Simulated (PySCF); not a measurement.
Al(CF3)(F)(OH) (CHAlF4O), SMILES [Al]([OH])([F])[C](F)(F)F. Atoms are numbered in the order given.

```xyz
8

Al    -0.0209     0.2474     0.9785
C      0.0054    -0.2209    -0.9699
F     -0.5222     0.7374    -1.7483
F     -0.6828    -1.3492    -1.2226
F      1.2623    -0.4280    -1.4077
F     -0.5483     1.7466     1.4449
O      0.5097    -0.9196     2.0608
H      0.5815    -0.8954     3.0152
```
Charge 0, spin multiplicity 1.

Coordinates come from a PBE0-D3(BJ)/def2-SVP optimisation. The structure was generated by enumeration; whether it is a known compound was not checked. The values are those of a single conformer.

Computed with PySCF with TDDFT-PBE/def2-SVPD.

Vertical excitations. 

```json
[
 {"state": "S1", "energy (eV)": "6.40", "λ (nm)": "194", "f": "0.092", "main pairs": "HOMO→LUMO 95 %"},
 {"state": "S2", "energy (eV)": "6.54", "λ (nm)": "190", "f": "0.004", "main pairs": "HOMO→LUMO+1 73 %, HOMO−1→LUMO 25 %"},
 {"state": "S3", "energy (eV)": "6.69", "λ (nm)": "185", "f": "0.068", "main pairs": "HOMO−1→LUMO 73 %, HOMO→LUMO+1 23 %"},
 {"state": "S4", "energy (eV)": "6.88", "λ (nm)": "180", "f": "0.036", "main pairs": "HOMO−2→LUMO 77 %, HOMO−1→LUMO+1 21 %"},
 {"state": "S5", "energy (eV)": "7.08", "λ (nm)": "175", "f": "0.016", "main pairs": "HOMO−2→LUMO+1 96 %"},
 {"state": "S6", "energy (eV)": "7.36", "λ (nm)": "168", "f": "0.087", "main pairs": "HOMO−1→LUMO+1 72 %, HOMO−2→LUMO 20 %"},
 {"state": "S7", "energy (eV)": "7.79", "λ (nm)": "159", "f": "0.000", "main pairs": "HOMO−3→LUMO 100 %"},
 {"state": "S8", "energy (eV)": "7.88", "λ (nm)": "157", "f": "0.050", "main pairs": "HOMO→LUMO+2 91 %"},
 {"state": "S9", "energy (eV)": "8.12", "λ (nm)": "153", "f": "0.003", "main pairs": "HOMO−3→LUMO+1 91 %"},
 {"state": "S10", "energy (eV)": "8.15", "λ (nm)": "152", "f": "0.010", "main pairs": "HOMO−4→LUMO 93 %"},
 {"state": "T1", "energy (eV)": "5.75", "λ (nm)": "216", "f": "0", "main pairs": "HOMO→LUMO 97 %"},
 {"state": "T2", "energy (eV)": "5.87", "λ (nm)": "211", "f": "0", "main pairs": "HOMO→LUMO+1 97 %"},
 {"state": "T3", "energy (eV)": "6.30", "λ (nm)": "197", "f": "0", "main pairs": "HOMO−1→LUMO 96 %"},
 {"state": "T4", "energy (eV)": "6.43", "λ (nm)": "193", "f": "0", "main pairs": "HOMO−1→LUMO+1 79 %, HOMO−2→LUMO 19 %"}
]
```
Triplets are in the Tamm–Dancoff approximation, which puts them higher than full response would, so one can lie above its singlet here.
